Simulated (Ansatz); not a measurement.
Consider the ligand exchange at a Ge–N bond: `F[SiH](Cl)[NH][GeH3]` + `[CH3][AlH][SH]` → `[CH3][AlH][S][GeH3]` + `N[SiH](F)Cl`.

Isolated molecules relaxed with PBE0-D4/def2-TZVP in Ansatz; ΔE leaves out vibrations. CCSD(T)/CBS adds triple-zeta CCSD(T) − MP2 to the extrapolated MP2 energy (def2 sets, frozen cores). This one scheme is used for every species. Functionals use def2-TZVPP. For Ge outer-core shells are correlated without core-valence functions, which leaves a few kJ/mol of doubt a bond. Scalar relativity is left out up to krypton. Each species was taken in one conformer, which may not be the lowest.

`F[SiH](Cl)[NH][GeH3]`:

Z-matrix (Å, degrees):
```
Si
Cl 1 2.043
N 1 1.686 2 109.5
F 1 1.593 2 105.5 3 122.4
H 1 1.472 2 111.0 3 -122.6
Ge 3 1.849 1 127.2 2 -154.6
H 3 1.010 1 117.2 2 33.1
H 6 1.533 3 105.9 1 9.2
H 6 1.537 3 110.0 1 -110.7
H 6 1.536 3 108.8 1 128.9
```

`[CH3][AlH][SH]`:

Z-matrix (Å, degrees):
```
C
Al 1 1.943
H 1 1.092 2 112.5
H 1 1.095 2 110.7 3 120.9
H 1 1.095 2 110.8 3 -121.0
S 2 2.188 1 118.2 3 -0.6
H 2 1.585 1 124.4 3 179.4
H 6 1.344 2 93.8 1 -180.0
```

`[CH3][AlH][S][GeH3]`:

Z-matrix (Å, degrees):
```
C
Al 1 1.948
H 1 1.093 2 111.4
H 1 1.095 2 111.4 3 120.5
H 1 1.095 2 111.4 3 -120.5
S 2 2.185 1 121.2 3 179.4
H 2 1.583 1 124.3 3 -0.6
Ge 6 2.224 2 101.1 1 0.2
H 8 1.534 6 106.1 2 179.5
H 8 1.537 6 110.6 2 60.2
H 8 1.537 6 110.6 2 -61.2
```

`N[SiH](F)Cl`:

Z-matrix (Å, degrees):
```
Si
F 1 1.593
Cl 1 2.039 2 105.8
N 1 1.685 2 114.5 3 -118.7
H 1 1.471 2 106.2 3 118.7
H 4 1.006 1 122.2 2 81.4
H 4 1.006 1 121.7 2 -76.3
```

Problem. Is it downhill or uphill in electronic energy at CCSD(T)/CBS, and by how much? (An estimate is asked.)

Solution. Ansatz gave: Downhill: ΔE = -9.1 kcal/mol.

Problem. What do these levels give: B2PLYP, HF/def2-TZVPP, CCSD(T)/def2-TZVPP, SCS-MP2/def2-QZVPP, HF/CBS(def2), CCSD/CBS(def2)? (An estimate is asked.)

Solution. Computed: B2PLYP -8.6, HF/def2-TZVPP -7.8, CCSD(T)/def2-TZVPP -8.2, SCS-MP2/def2-QZVPP -8.5, HF/CBS(def2) -7.6, CCSD/CBS(def2) -8.8 kcal/mol.

Largest T1 diagnostic among the species: 0.011.

The D4 term adds −0.7 kcal/mol with B3LYP and −0.4 kcal/mol with PBE0; it sums over pairs of atoms, weighted by their polarisabilities, and B3LYP, whose exchange is more repulsive, gets the larger term.

B3LYP here is the variant with VWN-RPA as its local correlation; programs differ in this.
